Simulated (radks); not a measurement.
Task: Isoelectronic series with 11 electrons, all held in the configuration [Ne] 3s1, which need not be the ground one along the series. Calculated with a radial shooting solver on a logarithmic mesh with Libxc functionals: non-relativistic Kohn-Sham, BLYP, spin-polarised, spherical densities, point nucleus; open shells are filled with parallel spins first (spin-orbit coupling, left out, can overturn this in heavy ions). Total energies (hartree) and screening constants sigma, defined by e = -(Z - sigma)^2 / (2 n^2) hartree (* marks an orbital that is empty in some or all of the ions):

ion    E (hartree)  3d up*  3p up*  3s up  2p down
Si3+    -287.27101  10.329   9.425  8.834    7.775
Cl6+    -449.38637  10.129   9.187  8.582    7.627
Ca9+    -648.55275  10.015   9.063  8.450    7.544
V12+    -884.74495   9.939   8.987  8.367    7.490
Fe15+  -1157.95220   9.886   8.934  8.310    7.453
Ge21+  -1815.39230   9.815   8.867  8.236    7.403
Br24+  -2199.62017   9.790   8.844  8.211    7.386
Sr27+  -2620.85141   9.770   8.825  8.191    7.372
Nb30+  -3079.08520   9.753   8.810  8.174    7.361
Ru33+  -3574.32095   9.738   8.797  8.160    7.351
Ag36+  -4106.55827   9.726   8.786  8.148    7.343

Estimate the row of Cu18+.

Result: E (hartree) -1468.16901; 3d up* 9.846; 3p up* 8.896; 3s up 8.268; 2p down 7.425.
